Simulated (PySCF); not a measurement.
Molecule: sum formula AlOCl₂H, net charge 0, singlet state. 
Structure (B3LYP-D3(BJ)/def2-TZVP (Ansatz) minimum search):
```xyz
5

O     -1.9343    -0.6046    -0.1661
Al    -0.3350    -0.1053    -0.0291
Cl     1.2387    -1.2612    -0.7676
Cl     0.0571     1.7102     0.9021
H     -2.1996    -1.4271    -0.5810
```
Charge 0, spin multiplicity 1.

Dispersion corrections to the total energy (kcal/mol) from the dftd3 and dftd4 libraries through PySCF: D3(BJ) without and D4 with the three-body term, each with the damping fitted for the functional named.

```json
[
 {"functional": "PW6B95", "D3(BJ)": "-1.80", "D4": "-2.43"},
 {"functional": "revPBE", "D3(BJ)": "-5.76", "D4": "-7.04"},
 {"functional": "B2GP-PLYP", "D3(BJ)": "(withheld)", "D4": "-1.26"},
 {"functional": "PBE", "D3(BJ)": "-2.52", "D4": "-2.89"},
 {"functional": "PBE0", "D3(BJ)": "-2.38", "D4": "-2.48"},
 {"functional": "TPSS", "D3(BJ)": "(withheld)", "D4": "-3.88"},
 {"functional": "r2SCAN", "D3(BJ)": "-0.72", "D4": "(withheld)"}
]
```

**Question.** Complete the blanks.

**Answer.** 
- B2GP-PLYP, D3(BJ): -3.13
- TPSS, D3(BJ): -3.38
- r2SCAN, D4: -0.66
